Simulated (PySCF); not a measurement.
Cl2Re, SMILES [Cl][Re][Cl] (connectivity only; charge and spin as stated), neutral, multiplicity 6.

Coordinates come from a PBE-D3(BJ)/def2-TZVP optimisation. The spin state was assumed, not searched. The def2 effective core potentials stand for the cores of Re; spin–orbit coupling is left out.

Method: PySCF 2.14.0 with PBE-D3(BJ)/def2-TZVP.

Frequencies are harmonic and unscaled.

Modes within 1.5 cm⁻¹ of each other (mostly degenerate sets) share a row, with their intensities summed.

```
mode  ν (cm⁻¹)  IR (km/mol)  moving atoms (share of kinetic energy)
----  --------  -----------  --------------------------------------
1–2         52          7.5                        Cl 72 %, Re 28 %
3          361          0.0                                Cl 100 %
4          379        117.3                        Cl 72 %, Re 28 %
```
